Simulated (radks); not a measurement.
Effect of the nuclear size on the gadolinium ion Gd+, [Xe] 4f7 5d1 6s1. Calculated with a radial shooting solver on a logarithmic mesh with Libxc functionals: Dirac Kohn-Sham, relativistic LDA (MacDonald-Vosko exchange, VWN5 correlation), spin-unpolarised, spherical densities, finite nucleus; open shells fill j = l - 1/2 first; Fermi nuclear charge, rms radius 5.1569 fm. The rms radius is varied about that value; shifts are against it.

rms radius (fm)  total energy shift (eV)  density at nucleus (e/bohr^3)  1s1/2 shift (meV)  2s1/2 shift (meV)  5p1/2 shift (meV)  6s1/2 shift (meV)  5d3/2 shift (meV)  6p1/2 (empty) shift (meV)
4.2544                             -6.69                      6.514e+05              -2740               -353              0.235             -0.285              0.157                      0.070
4.8733                             -2.21                      6.292e+05               -904               -117              0.078             -0.094              0.052                      0.023
5.1569                                 0                      6.203e+05              0.000              0.000              0.000              0.000              0.000                      0.000
5.4766                              2.60                      6.108e+05               1060                137             -0.091              0.110             -0.061                     -0.027
6.0078                              7.17                      5.966e+05               2940                379             -0.252              0.305             -0.168                     -0.075

Slopes of the eigenvalues against <r^2> in GHz/fm^2, as finite differences over the two radii next to the reference (eigenvalue slopes, not the field-shift constants of lines): 1s1/2 76200, 2s1/2 9820, 5p1/2 -6.53, 6s1/2 7.91, 5d3/2 -4.35, 6p1/2 (empty) -1.95.
